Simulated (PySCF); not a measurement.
BeFH3OSi, SMILES [F][Be][O][SiH3].

The structure is a stationary point at B3LYP-D3(BJ)/def2-SVP. One conformer was computed; it need not be the lowest.

Computed with PySCF with TDDFT-LC-ωPBE/def2-SVPD.

Vertical excitations; the highest root listed may be one member of a degenerate set. Isolated molecule, no solvent. State labels are in the subgroup Cs.

| state | symmetry | energy (eV) | λ (nm) | f | main pairs |
|---|---|---|---|---|---|
| S1 | A" | 7.77 | 160 | 0.001 | HOMO−1→LUMO, HOMO−1→LUMO+3 (degenerate set) |
| S2 | A' | 7.77 | 160 | 0.001 | HOMO→LUMO, HOMO→LUMO+3 (degenerate set) |
| S3 | A' | 9.09 | 136 | 0.006 | HOMO→LUMO+4, HOMO−3→LUMO, HOMO→LUMO+7, HOMO→LUMO (degenerate set) |
| S4 | A" | 9.09 | 136 | 0.006 | HOMO−1→LUMO+4, HOMO−2→LUMO, HOMO−1→LUMO+7, HOMO−1→LUMO (degenerate set) |
| S5 | A" | 9.20 | 135 | 0.000 | HOMO−1→LUMO+6 45 %, HOMO→LUMO+5 45 % |
| S6 | A" | 9.41 | 132 | 0.122 | HOMO−1→LUMO+3, HOMO−1→LUMO+4, HOMO−2→LUMO, HOMO−1→LUMO+7 (degenerate set) |
| S7 | A' | 9.41 | 132 | 0.122 | HOMO→LUMO+3, HOMO→LUMO+4, HOMO−3→LUMO, HOMO→LUMO+7 (degenerate set) |
| S8 | A" | 9.55 | 130 | 0.000 | HOMO→LUMO+1 32 %, HOMO−1→LUMO+2 32 %, HOMO→LUMO+9 8 %, HOMO−1→LUMO+8 8 % |
| S9 | A" | 9.58 | 129 | 0.010 | HOMO−1→LUMO+2, HOMO→LUMO+1, HOMO−1→LUMO+4, HOMO−1→LUMO+3 (degenerate set) |
| S10 | A' | 9.58 | 129 | 0.010 | HOMO→LUMO+2, HOMO−1→LUMO+1, HOMO→LUMO+4, HOMO→LUMO+3 (degenerate set) |
| T1 | A' | 7.34 | 169 | 0 | HOMO→LUMO, HOMO→LUMO+3, HOMO→LUMO+4, HOMO→LUMO+7 (degenerate set) |
| T2 | A" | 7.34 | 169 | 0 | HOMO−1→LUMO, HOMO−1→LUMO+3, HOMO−1→LUMO+4, HOMO−1→LUMO+7 (degenerate set) |
| T3 | A" | 8.51 | 146 | 0 | HOMO−1→LUMO+4, HOMO−1→LUMO+6, HOMO→LUMO+5, HOMO−1→LUMO+3 (degenerate set) |
| T4 | A' | 8.51 | 146 | 0 | HOMO→LUMO+4, HOMO−1→LUMO+5, HOMO→LUMO+6, HOMO→LUMO+3 (degenerate set) |
Triplets are in the Tamm–Dancoff approximation, which puts them higher than full response would, so one can lie above its singlet here.
